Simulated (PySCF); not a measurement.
## Complete the spectrum of C2H5FO2Si

C2H5FO2Si.
SMILES: `O[SiH2]O/C=C/F`

Theory: TDDFT wB97X-D/def2-SVPD, vertical, gas phase, core orbitals frozen in the response in PySCF. Isolated species at its PBE0-D3(BJ)/def2-SVP geometry (one conformer only). Torsions of this conformer, `[OH:1][SiH2:2][O:3]/[CH:4]=[CH:5]/[F:6]`: O1–Si2–O3–C4 65°, Si2–O3–C4–C5 -178°, H–O1–Si2–O3 64°.

Orbital energies (eV): HOMO-3 -12.51, HOMO-2 -11.65, HOMO-1 -11.26, HOMO -8.68, LUMO 1.62, LUMO+1 2.23, LUMO+2 2.40.

Lowest singlets, with some entries withheld (?).

```json
{"state": "S1", "E (eV)": "?", "f": "?", "main configurations (H = HOMO, L = LUMO)": "?"}
{"state": "S2", "E (eV)": "6.87", "f": "0.296", "main configurations (H = HOMO, L = LUMO)": "H→L+2 (48%), H→L+1 (19%), H→L+4 (10%)"}
{"state": "S3", "E (eV)": "6.97", "f": "0.058", "main configurations (H = HOMO, L = LUMO)": "H→L+4 (38%), H→L+1 (27%), H→L+3 (16%)"}
{"state": "S4", "E (eV)": "?", "f": "?", "main configurations (H = HOMO, L = LUMO)": "?"}
{"state": "S5", "E (eV)": "7.63", "f": "0.0077", "main configurations (H = HOMO, L = LUMO)": "H→L+5 (71%), H→L+6 (16%)"}
{"state": "S6", "E (eV)": "8.10", "f": "0.0050", "main configurations (H = HOMO, L = LUMO)": "H→L+3 (41%), H→L+4 (34%)"}
```

**Question.** Supply the missing values.

**Answer.** 
- S1: E = 6.46 eV; f = 0.077; H→L (61%), H→L+2 (16%), H→L+1 (12%)
- S4: E = 7.17 eV; f = 0.020; H→L+1 (30%), H→L+3 (25%), H→L+2 (18%)

**Question.** What is the mean static polarisability from the same response equations?

**Answer.** 59.8 au (8.87 Å³), with principal values 48.9, 53.2 and 77.5 au.

**Question.** How far apart are S4 and S6, in eV and cm⁻¹?

**Answer.** 8.103 − 7.165 = 0.938 eV, or about 7560 cm⁻¹.
